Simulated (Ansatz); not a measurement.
`FBO[SiH3]` + `C[NH][GeH3]` → `C[N]([GeH3])BF` + silanol at 600 K and 1 bar (ligand exchange at a B–O bond).

Isolated molecules relaxed with PBE0-D4/def2-TZVP in Ansatz; ΔE leaves out vibrations. CBS: MP2 limit from def2 TZ/QZ plus the TZ coupled-cluster correction, frozen cores. For Ge outer-core shells are correlated without core-valence functions, which leaves a few kJ/mol of doubt a bond. Scalar relativity is left out up to krypton. Each species was taken in one conformer, which may not be the lowest.

```csv
species,CCSD(T)/CBS energy (Eh),H − E (kJ/mol),S (J/(mol·K))
`FBO[SiH3]`,-491.38634,168.9,388.1
`C[NH][GeH3]`,-2173.06430,253.9,386.3
`C[N]([GeH3])BF`,-2297.75856,287.1,460.9
`O[SiH3]`,-366.69042,135.7,307.9
```

H − E and S are ideal-gas, rigid-rotor, harmonic terms from PBE0-D4/def2-TZVP, for one conformer and one mirror image of each species. 1 Eh = 2625.50 kJ/mol, R = 8.31446 J/(mol·K).

Problem. By hand: ΔE, ΔH, ΔS and ΔG.

Solution. ΔE = (-2297.75856) + (-366.69042) − (-491.38634) − (-2173.06430) = 0.00166 Eh = 4.4 kJ/mol. Δ(H − E) = 287.1 + 135.7 − 168.9 − 253.9 = 0.0, so ΔH = 4.4 kJ/mol. ΔS = 460.9 + 307.9 − 388.1 − 386.3 = -5.6 J/(mol·K). ΔG = 4.4 − 600 × (-5.6)/1000 = 7.8 kJ/mol.

Problem. By hand: the equilibrium constant, and the temperature at which ΔG would vanish if ΔH and ΔS stayed fixed.

Solution. log₁₀ K = −ΔG/(RT ln 10) = -0.7. ΔH and −TΔS have one sign here, so there is no such temperature.

TΔS isn't small against ΔH here. A doubt of 5 kJ/mol in ΔE shifts log₁₀ K by 0.4 here. Other conformers and mirror images would add mixing entropy, several J/(mol·K) or more a flexible species. Modes under 60 cm⁻¹, often nearly free rotors, make the harmonic entropy too high. These are equilibria of isolated gas molecules and say nothing of rates. Largest T1 diagnostic: 0.013 (customary marks: 0.02 for closed shells, 0.045 for open ones).

ΔS is within the doubt of such terms, so its sign, and with it that verdict, could turn.
